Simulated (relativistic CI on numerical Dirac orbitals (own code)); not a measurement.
**Spin-allowed bands of a d3 ion in an octahedral site, by hand**

Problem. Take Δ = 7900 cm⁻¹ and B = 870 cm⁻¹ for a d3 ion in an octahedral site. Calculate the three spin-allowed bands.

Working.
1. The terms of highest spin are 4F (energy 0) and 4P (15B = 13050 cm⁻¹). Here the F term splits into A2 at −1.2Δ = -9480, T2 at −0.2Δ = -1580 and T1 at +0.6Δ = 4740 cm⁻¹.
2. The two T1 states mix through the element 0.4Δ: H = [[4740, 3160], [3160, 13050]], with roots ½(H₁₁ + H₂₂) ∓ ½√[(H₂₂ − H₁₁)² + 4H₁₂²] = ½(17790) ∓ ½(10440) = 3675 and 14115 cm⁻¹.
3. The ground term is 4A2 at -9480 cm⁻¹.
4. Bands: 4T2 7900 cm⁻¹ (1266 nm), 4T1(F) 13155 cm⁻¹ (760 nm), 4T1(P) 23595 cm⁻¹ (424 nm).

Check. Exact diagonalisation of the whole d3 shell with these parameters gives 4T2 7900, 4T1 13155, 4T1 23595 cm⁻¹. The match is exact, since without spin-orbit coupling no other term has this spin. The ratio of the second band to the first, 1.665, depends on Δ/B = 9.1 alone, which is how a Tanabe-Sugano diagram is read.
